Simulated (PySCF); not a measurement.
Vertical excitations of a molecule C3H9Al from TDDFT-CAM-B3LYP/def2-SVPD in PySCF, as energy in eV (oscillator strength): 5.19 (0.001), 5.64 (0.003), 6.57 (0.064), 7.21 (0.065), 7.45 (0.000), 7.97 (0.033), 7.97 (0.039), 8.17 (0.208), 8.25 (0.064), 8.39 (0.011). Lowest triplet (TDA): 4.87 eV. Coordinates come from a r2SCAN-D4/def2-SVP optimisation. One conformer was computed; it need not be the lowest.

**Question.** Which molecule gave these data?
(A) CC[CH2][AlH2]
(B) C[CH2][AlH][CH3]
(C) [CH3][Al]([CH3])[CH3]

**Answer.** B, C[CH2][AlH][CH3]
